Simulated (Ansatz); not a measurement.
Consider the isomerisation: `OB1CC[Se]1` → `CB(O)C=[Se]`.

Isolated molecules relaxed with PBE0-D4/def2-TZVP in Ansatz; ΔE leaves out vibrations. CBS: MP2 limit from def2 TZ/QZ plus the TZ coupled-cluster correction, frozen cores. DFT in def2-TZVPP. B3LYP here is the variant with VWN-RPA as its local correlation; programs differ in this. For Se outer-core shells are correlated without core-valence functions, which leaves a few kJ/mol of doubt a bond. Scalar relativity is left out up to krypton. Each species was taken in one conformer, which may not be the lowest.

(1) Is it downhill or uphill in electronic energy at CCSD(T)/CBS, and by how much? (Estimate.)

(2) What do these levels give: PBE-D4, r2SCAN-D4, B3LYP-D4, ωB97M-V, PBE, r2SCAN, PBE0, HF/def2-TZVPP, MP2/def2-TZVPP, CCSD/def2-TZVPP, HF/def2-QZVPP, SCS-MP2/def2-QZVPP? (An estimate is asked.)

Largest T1 diagnostic among the species: 0.014.

Answers

(1) The calculation gave: Uphill: ΔE = +72.1 kJ/mol.

(2) The calculation gave: PBE-D4 81.4, r2SCAN-D4 80.8, B3LYP-D4 66.4, ωB97M-V 81.4, PBE 79.7, r2SCAN 80.6, PBE0 91.3, HF/def2-TZVPP 71.7, MP2/def2-TZVPP 83.0, CCSD/def2-TZVPP 75.7, HF/def2-QZVPP 70.8, SCS-MP2/def2-QZVPP 75.4 kJ/mol.

From PBE to PBE0 (25 % exact exchange), in def2-TZVPP and without D4, ΔE moves by +11.6 kJ/mol.
